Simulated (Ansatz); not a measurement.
Input for Ansatz (a quantum-chemistry and plane-wave program): R-wB97X-V/def2-TZVPPD on CH4O2 (a complex), monomers drawn apart or pushed together. Files ending in .json are basis or fitting sets from the Basis Set Exchange.

Ansatz 0.2 input:
```yaml
crystal:
  periodic: [false, false, false]
  atoms:
    - {symbol: O, position_ang: [0.27470414, -0.11455422, 0.53960396]}
    - {symbol: H, position_ang: [-0.46269598, -0.44100008, 1.07826482]}
    - {symbol: H, position_ang: [-0.04261553, -0.11150345, -0.36776118]}
    - {symbol: C, position_ang: [-0.89037016, -0.56201398, 5.05942413]}
    - {symbol: O, position_ang: [-1.76930538, -0.98611155, 4.35402950]}
    - {symbol: H, position_ang: [0.02982722, -0.12453187, 4.63685147]}
    - {symbol: H, position_ang: [-0.97288040, -0.59517509, 6.16050775]}
basis:
  gaussian:
    orbitals: def2-TZVPPD.json
hamiltonian:
  xc: {name: wB97X-V}
scf: {lower_state_search: off}
```

The log:

```
WARN ansatz: RAYON_NUM_THREADS=2 ignored (pool sized by the plan → 2); use --threads N
Functional definition: wB97X-V
these checks for a lower state are left out or cut short: stability, starts, cluster_reference, orbital_swaps, neighbouring_geometries, increment
integrals: 0.08 GiB planned
778 factors; their error is unknown
integrals: 0.11 GiB planned
255 factors; integrals over basis functions are off by at most 3.1e-5 eV
mean field: 0.78 GiB planned
mean field evaluation 1: about -5190.4780 eV, gradient 5.8e1 eV
mean field evaluation 2: about -5188.2381 eV, gradient 7.1e1 eV
mean field evaluation 4: about -5196.0187 eV, gradient 3.2e0 eV
mean field evaluation 8: about -5196.0408 eV, gradient 3.4e-2 eV
mean field evaluation 16: about -5196.0383 eV, gradient 1.4e-5 eV
mean field -5196.03831591 eV, -190.9508861084 hartree, gradient 8.0e-6 eV, S^2 0.000000; 0 other end points of the search recorded, 0 dependent functions left out
reference -5196.03831305 eV, -190.9508860032 hartree; 13, 13 occupied and 172, 172 virtual orbitals, 778 factors
Total energy: -5196.03831305 eV, -190.9508860032 hartree
Checks for a lower state left out: stability, starts, cluster_reference, orbital_swaps, neighbouring_geometries, increment
```

The calculation finished and met its thresholds.

Cost: about 7 core-seconds (a rough figure).
